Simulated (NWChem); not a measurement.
Species: TaOF$_{2}$ cation; SMILES [Ta+](=[O])([F])[F]

```xyz
4

Ta     0.0253     0.1677     0.0000
O      1.4094    -0.8163     0.0000
F     -0.9063    -0.4490    -1.4575
F     -0.9063    -0.4490     1.4575
```
Atoms are numbered in this order, from 1.

Level: PBE-D3(BJ)/def2-SVP with def2 effective core potentials on Ta (NWChem), optimised geometry, unscaled harmonic frequencies. The spin multiplicity was typed, not searched, and may not be the lowest. def2 effective core potentials on Ta; no spin-orbit coupling.

```json
[
 {"frequency (cm⁻¹)": "173", "IR intensity (km/mol)": "10.8"},
 {"frequency (cm⁻¹)": "258", "IR intensity (km/mol)": "9.0"},
 {"frequency (cm⁻¹)": "285", "IR intensity (km/mol)": "4.5"},
 {"frequency (cm⁻¹)": "744", "IR intensity (km/mol)": "84.4"},
 {"frequency (cm⁻¹)": "750", "IR intensity (km/mol)": "43.9"},
 {"frequency (cm⁻¹)": "1029", "IR intensity (km/mol)": "51.6"}
]
```

```
Quantity                                                                           Result
-----------------------------------------------------------------------  ----------------
zero-point energy                                                            4.6 kcal/mol
thermal correction to the enthalpy at 298.15 K (with zero-point energy)      8.1 kcal/mol
heat capacity Cv                                                         13.1 cal/(mol K)
entropy at 298.15 K and 1 atm (symmetry number 1)                        74.0 cal/(mol K)
```

Rigid rotor and harmonic oscillator.
